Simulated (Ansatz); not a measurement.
Molecule: C4H3O2 (charge 0, doublet). It need not be the lowest isomer of its formula. 
Coordinates optimised at B3LYP-D3(BJ)/def2-TZVP (Ansatz, a quantum-chemistry and plane-wave program):
```
C
O 1 1.3391
H 2 0.9661 1 109.08
O 1 1.3518 2 116.73 3 0.00
C 1 1.3604 2 130.73 3 180.00
H 5 1.0742 1 127.32 2 0.00
C 4 1.4013 1 106.85 2 180.00
C 7 1.3393 4 106.58 1 0.00
H 7 1.0721 8 137.11 5 180.00
```
Charge 0, spin multiplicity 2.

Atomisation energy built up term by term with Ansatz (kcal/mol; UHF references for open shells; valence terms freeze the core; atomic spin-orbit terms are left out). Basis-set limits of correlation are two-point, X^-3; Hartree-Fock from the larger set.

The UHF reference is spin-contaminated (<S^2> 0.26 over the pure value in the largest basis). 

| term | basis | kcal/mol |
|---|---|---|
| Hartree-Fock | cc-pVQZ | [?] |
| CCSD correlation | CBS(cc-pVTZ,cc-pVQZ) | [?] |
| (T) | CBS(cc-pVTZ,cc-pVQZ) | 26.41 |
| core correlation | cc-pwCVTZ | 5.11 |
| scalar relativity (X2C) | cc-pVTZ-DK against cc-pVTZ | -1.18 |
| sum: De |  | [?] |

Question: Complete the blanks.

Answer: 
- Hartree-Fock, kcal/mol: 662.80
- CCSD correlation, kcal/mol: 277.40
- sum: De, kcal/mol: 970.5
